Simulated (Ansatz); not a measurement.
`C/N=C(\C)NC` + `B1CO1` → `CC1BO1` + `CNC(C)=N`  (formal exchange of groups at a C–N bond)

Isolated molecules relaxed with PBE0-D4/def2-TZVP in Ansatz; ΔE leaves out vibrations. CBS: MP2 limit from def2 TZ/QZ plus the TZ coupled-cluster correction, frozen cores. DFT in def2-TZVPP. Each species was taken in one conformer, which may not be the lowest.

(1) Is it downhill or uphill in electronic energy at CCSD(T)/CBS, and by how much? (Estimate.)

(2) What do these levels give: PBE-D4, ωB97M-V, CCSD/def2-TZVPP, HF/def2-QZVPP, MP2/def2-QZVPP, MP2/CBS(def2)? (Best estimate.)

Largest T1 diagnostic among the species: 0.016.

Answers

(1) The calculation gave: Downhill: ΔE = -46.5 kJ/mol.

(2) The calculation gave: PBE-D4 -43.3, ωB97M-V -45.8, CCSD/def2-TZVPP -46.5, HF/def2-QZVPP -51.1, MP2/def2-QZVPP -46.0, MP2/CBS(def2) -46.5 kJ/mol.

In def2-TZVPP, CCSD(T) changes the Hartree–Fock value by +5.6 kJ/mol (the triples alone add +1.2 kJ/mol) and MP2 by +5.7 kJ/mol.
